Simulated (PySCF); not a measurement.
A calculated (LDA, PySCF 2.14, x2c-QZVPPall with one added diffuse shell each of s, p, d, f type, scalar relativity by spin-free X2C-1e) atom or ion has these occupied shells.

```tsv
shell	electrons	orbital energy (eV)	rms radius, mean of both spins (bohr)
1s α	1	-30228.6	0.0326
1s β	1	-30228.6	0.0326
2s α	1	-4617.2	0.133
2s β	1	-4617.2	0.133
2p α	3	-4152.7	0.118
2p β	3	-4152.7	0.118
3s α	1	-919.94	0.354
3s β	1	-919.91	0.354
3p α	3	-768.10	0.354
3p β	3	-768.07	0.354
3d α	5	-534.21	0.333
3d β	5	-534.18	0.333
4s α	1	-166.86	0.841
4s β	1	-166.80	0.841
4p α	3	-120.16	0.911
4p β	3	-120.09	0.911
4d α	5	-52.064	1.11
4d β	5	-51.927	1.11
5s α	1	-30.081	2.21
5s β	1	-29.406	2.21
5p α	1	-20.607	2.64
```

**Question.** Name the element and its charge.

**Answer.** Sb²⁺ (antimony, charge +2), in [Kr] 4d10 5s2 5p1, 2P determinant.
